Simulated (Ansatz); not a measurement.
C$_{2}$H$_{6}$ClSi, SMILES `C[Si](C)Cl` radical, 10 atoms. The species carries charge 0 and has multiplicity 2. All runs use 4 threads of a server CPU on a shared host. Correlated methods freeze the cores. Open-shell runs search over several starts.

(1) Give the basis size and wall time and peak host memory of each of these runs in Ansatz. UKS PBE0-D4/def2-TZVP frequencies; UHF-MP2/def2-QZVPP energy; UKS revPBE-D4/def2-TZVPP energy; UKS PBE0-D4/def2-QZVPP energy; UHF-CCSD(T)/def2-SVP energy; direct RPA on PBE orbitals/def2-TZVPP energy; UKS BHLYP-D4/def2-TZVPP energy; UKS ωB97M-V/def2-QZVPP energy; UKS HSE06-D4/def2-TZVPP energy; UKS r2SCAN0-D4/def2-TZVPP energy; UKS PBE0-D4/def2-SVP energy; UKS PBE0-D4/def2-TZVP relaxation (6 steps). (An estimate is asked.)

Answers

(1) Ansatz gave: Other jobs shared the machine, so times are rough.

```csv
level,job,functions,wall time,peak host memory (GiB)
UKS PBE0-D4/def2-SVP,energy,94,1.2 s,0.26
UKS revPBE-D4/def2-TZVPP,energy,230,2.4 s,0.36
UKS BHLYP-D4/def2-TZVPP,energy,230,4 s,0.79
UKS HSE06-D4/def2-TZVPP,energy,230,4 s,0.8
direct RPA on PBE orbitals/def2-TZVPP,energy,230,4.9 s,0.7
UKS r2SCAN0-D4/def2-TZVPP,energy,230,5.5 s,0.82
UHF-CCSD(T)/def2-SVP,energy,94,5.5 s,0.67
UKS PBE0-D4/def2-QZVPP,energy,434,11 s,2
UHF-MP2/def2-QZVPP,energy,434,16 s,2.5
UKS PBE0-D4/def2-TZVP,relaxation (6 steps),172,18 s,0.52
UKS ωB97M-V/def2-QZVPP,energy,434,20 s,2.5
UKS PBE0-D4/def2-TZVP,frequencies,172,99 s,0.52
```

HSE06 is defined as in plane-wave codes.
